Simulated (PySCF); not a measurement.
# XPS shifts beside NMR shieldings

Species: C3H6OSi.
Z-matrix (Å and degrees, GFN2-xTB geometry), rows numbered from 1:
```
O 
Si  1  1.6276
C   2  1.8937  1  120.89
C   3  1.3351  2   94.22  1  -115.60
C   4  1.5059  3  105.64  2     0.98
H   1  0.9538  2  121.81  3    41.09
H   2  1.4511  1  101.08  3   138.96
H   3  1.0791  2  138.98  1    66.58
H   4  1.0800  3  129.33  2  -178.97
H   5  1.0907  2  117.96  1     1.96
H   5  1.0890  2  117.58  1  -128.72
```

Binding energies: delta-SCF UKS SCAN, pcX-2 on the ionised atom, pcseg-1 elsewhere, spin-free X2C (PySCF 2.14.0). Shieldings: GIAO PBE0/pcSseg-1, non-relativistic, same geometry.

```
atom  C 1s (eV)
  C3     289.59
  C4     290.58
  C5     289.93
```

Question: What are the absolute isotropic shieldings of these atoms?

Answer: 
| atom | environment | C 1s (eV) | isotropic shielding (ppm) |
| --- | --- | --- | --- |
| C3 | alkene CH carbon | 289.59 | 37.4 |
| C5 | sp3 carbon bound to silicon | 289.93 | 153.5 |
| C4 | alkene CH carbon | 290.58 | 22.4 |

Question: Among the listed atoms, is the one with the highest binding energy also the least shielded?

Answer: Yes: C4 has both (290.58 eV, 22.4 ppm).

By binding energy: C3 < C5 < C4. By shielding: C4 < C3 < C5.

The structure is a single GFN2-xTB conformer in the gas phase; no vibrational or solvent corrections.
